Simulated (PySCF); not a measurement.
Point-charge models of `CC(=O)O[C@H](C)C=O` (2-acetoxypropanal) against its computed dipole.

Coordinates (GFN2-xTB, Å) and charges (e) from the PBE0/pcSseg-1 density (PySCF):

```csv
atom,x,y,z,Mulliken,IAO,Hirshfeld,ESP-fitted
C1,2.683,0.006,0.230,-0.2298,-0.4758,-0.1199,-0.6464
C2,1.355,-0.511,-0.245,+0.3812,+0.5343,+0.2171,+0.8502
O3,1.160,-1.571,-0.777,-0.4105,-0.4632,-0.2609,-0.5655
O4,0.384,0.391,-0.021,-0.4567,-0.3477,-0.0993,-0.4940
C5,-0.938,-0.026,-0.336,-0.0642,+0.0334,+0.0393,+0.4526
C6,-1.846,1.200,-0.340,-0.2120,-0.4243,-0.1147,-0.5791
C7,-1.425,-1.043,0.682,+0.2746,+0.2620,+0.1313,+0.3306
O8,-0.826,-1.372,1.660,-0.3336,-0.3656,-0.2128,-0.4021
H9,2.917,0.936,-0.283,+0.1403,+0.1704,+0.0567,+0.1825
H10,3.452,-0.734,0.033,+0.1416,+0.1707,+0.0569,+0.1804
H11,2.623,0.209,1.296,+0.1489,+0.1770,+0.0601,+0.1908
H12,-0.939,-0.519,-1.321,+0.1469,+0.1596,+0.0458,+0.0027
H13,-1.828,1.670,0.640,+0.1313,+0.1564,+0.0479,+0.1774
H14,-1.492,1.914,-1.077,+0.1389,+0.1621,+0.0525,+0.1712
H15,-2.865,0.910,-0.582,+0.1237,+0.1520,+0.0525,+0.1409
H16,-2.423,-1.451,0.430,+0.0795,+0.0987,+0.0474,+0.0079
```

Q: Form Σ q r in debye for every column and set it beside the full dipole.

A: The full density gives (-1.29, 2.75, -1.24) D, 3.28 D in size; dipole vectors point from the negative to the positive end.

| scheme | μx | μy | μz | size (D) | share of the full size (%) | angle to the full dipole (°) |
| --- | --- | --- | --- | --- | --- | --- |
| Mulliken | -1.25 | 3.14 | -1.10 | 3.55 | 108 | 5 |
| IAO | -1.65 | 2.83 | -1.50 | 3.61 | 110 | 5 |
| Hirshfeld | -0.77 | 2.09 | -0.70 | 2.34 | 71 | 7 |
| ESP-fitted | -1.31 | 2.76 | -1.23 | 3.29 | 100 | 0 |

Q: Which set comes closest?

A: Length of the difference vector: ESP-fitted 0.02 D, Mulliken 0.41 D, IAO 0.46 D, Hirshfeld 1.00 D. Closest: ESP-fitted. 

Q: What is left for the Hirshfeld atoms' own dipoles?

A: The Hirshfeld atoms' densities add up to the full density, so μ = Σ q r + Σ (atomic dipoles). The atomic dipoles sum to (-1.29, 2.75, -1.24) − (-0.77, 2.09, -0.70) = (-0.52, 0.66, -0.54) D, 1.00 D in size.

Q: With the origin at the mean of the coordinates, (0.000, 0.001, -0.001) Å, which are the largest single terms, by size, of the IAO dipole along the direction of the full one?

A: C6 -3.79, O3 +3.30, C1 +2.61, O8 +2.55, C2 -2.24 D; all 16 atoms together +3.59 D. The single terms depend on the origin, their sum doesn't.

Q: Give the size of the full dipole in other units.

A: 3.28 D = 1.291 au = 0.683 e·Å = 10.95 × 10⁻³⁰ C·m.

Geometry: GFN2-xTB, one conformer, isolated molecule.

Shape of the structure used: `[CH3:1][C:2](=[O:3])[O:4][C@H:5]([CH3:6])[CH:7]=[O:8]`: C1–C2–O4–C5 -175°, C2–O4–C5–C6 -167°, O4–C5–C7–O8 5°.
